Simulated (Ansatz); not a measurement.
Basis-set extrapolation for `C#C[Si](F)(F)Cl` (PBE0-D4/def2-TZVP geometry, frozen core, the Gaussian-basis code of Ansatz). Multiplicity 1, RHF reference.

|  | def2-TZVPP | def2-QZVPP |
| --- | --- | --- |
| HF | -1023.926408 | -1023.961381 |
| MP2 correlation | -1.087904 | -1.185200 |
| CCSD(T) correlation | -1.155390 | not run |

Energies in hartree. Use E(X) = E(∞) + A·exp(−7.88·√X) for Hartree–Fock and E(X) = E(∞) + B·X^(−2.97) for correlation, with X = 3 and 4, and add CCSD(T) minus MP2 of the smaller set to the MP2 limit.

Question: What is the CCSD(T) energy at the basis-set limit?

Answer: HF limit: -1023.961381 + (-0.034973) × 0.13774 = -1023.96620. MP2 limit: -1.185200 + (-0.097296) × 0.74074 = -1.25727. Higher-order term: -1.155390 − (-1.087904) = -0.06749. Total: -1025.29096 hartree, 549.2 kJ/mol below CCSD(T)/def2-TZVPP.
